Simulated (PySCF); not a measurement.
How the method moves the HOMO and LUMO of `O=C[Si@@H]1C[C@H]1Cl`

C3H5ClOSi.
SMILES with atom numbers: `[O:1]=[CH:2][Si@@H:3]1[CH2:4][C@H:5]1[Cl:6]` (hydrogens: H7 on C2; H8 on Si3; H9, H10 on C4; H11 on C5)

Cartesian coordinates in Å at the PBE0-D3(BJ)/def2-SVP level; atoms count from 1:
```
atom  x, y, z in Å
O1     1.8477    0.6625   -0.9942
C2     1.6524   -0.2966   -0.2874
Si3   -0.1006   -0.5505    0.4290
C4    -1.4406    0.2631   -0.5918
C5    -1.0101    1.0833    0.6079
Cl6   -2.1906    1.3577    1.8884
H7     2.4883   -1.0083   -0.0492
H8    -0.4080   -1.6893    1.3265
H9    -2.4442   -0.1730   -0.5411
H10   -1.1753    0.6660   -1.5762
H11   -0.4336    1.9888    0.3868
```

Basis pcSseg-2 throughout (PySCF), one geometry. One conformer (not necessarily the lowest) at the PBE0-D3(BJ)/def2-SVP geometry, without solvent, vibrations or thermal averaging.

**Question.** How do the orbital energies, the gap and the dipole change with the method?

**Answer.** 
| method | kind | HOMO (eV) | LUMO (eV) | gap (eV) | μ (D) | SCF cycles |
| --- | --- | --- | --- | --- | --- | --- |
| BLYP | GGA | -5.77 | -3.02 | 2.74 | 1.98 | 17 |
| OPBE | GGA | -5.83 | -3.06 | 2.77 | 1.84 | 18 |
| PBE | GGA | -5.87 | -3.16 | 2.71 | 1.90 | 17 |
| B97-D | GGA | -5.87 | -3.07 | 2.81 | 1.98 | 17 |
| BP86 | GGA | -5.98 | -3.23 | 2.74 | 1.93 | 17 |
| KT2 | GGA | -5.99 | -3.11 | 2.88 | 1.94 | 18 |
| KT3 | GGA | -6.00 | -3.10 | 2.90 | 1.95 | 18 |
| LDA | LDA | -6.00 | -3.38 | 2.62 | 1.96 | 17 |
| B97-2 | global hybrid | -6.83 | -2.25 | 4.58 | 2.21 | 16 |
| B3LYP | global hybrid | -6.87 | -2.43 | 4.44 | 2.26 | 15 |
| PBE0 | global hybrid | -7.07 | -2.20 | 4.87 | 2.23 | 15 |
| mPW1PW91 | global hybrid | -7.09 | -2.21 | 4.88 | 2.24 | 15 |
| BHandHLYP | global hybrid | -8.06 | -1.15 | 6.91 | 2.61 | 14 |
| CAM-B3LYP | range-separated hybrid | -8.34 | -1.09 | 7.25 | 2.49 | 14 |
| wB97X-D | range-separated hybrid | -8.86 | -0.41 | 8.44 | 2.41 | 16 |
| HF | Hartree–Fock | -9.57 | 1.32 | 10.88 | 3.01 | 12 |
| LC-wPBE | range-separated hybrid | -9.62 | 0.06 | 9.68 | 2.56 | 16 |

The HOMO spans 3.85 eV, from BLYP down to LC-wPBE, and the gap runs from 2.62 eV (LDA) to 10.88 eV (HF). Over the methods BLYP (0 %), OPBE (0 %), PBE (0 %), B97-D (0 %), BP86 (0 %), KT2 (0 %), KT3 (0 %), LDA (0 %), B97-2 (21 %), B3LYP (20 %), PBE0 (25 %), mPW1PW91 (25 %), BHandHLYP (50 %), HF (100 %), a straight line through the gap against the share of exact exchange rises by 0.82 eV for each 10 % (correlation coefficient 0.999). The dipole ranges from 1.84 D (OPBE) to 3.01 D (HF). This basis has no diffuse functions.
